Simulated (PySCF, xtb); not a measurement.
C6H7, SMILES [C]1=CC=CCC1, multiplicity 2.

The structure is a stationary point at B3LYP-D3(BJ)/def2-SVP. The isomer is the one that the SMILES or the coordinates give; other isomers of the formula were not compared. One conformer was computed; it need not be the lowest.

These are IEF-PCM-M06-2X/def2-SVP in PySCF 2.14.0 values and carry that method's errors.

The values are the electrostatic part of the solvation free energy, E(continuum) − E(gas) at the gas-phase geometry, in a cavity of scaled van der Waals radii (PySCF's table); cavitation and dispersion terms are not included. The dipole moment in vacuum is 0.99 D.

```csv
solvent,ε,ΔG(elec) (kcal/mol),dipole (D)
water,78.36,-2.4,1.38
2-propanol,19.26,-2.2,1.36
benzene,2.27,-1.0,1.15
```

For comparison, GFN2-xTB/ALPB(water) (xtb, at the GFN2-xTB geometry, all terms of that model) gives -0.9 kcal/mol.
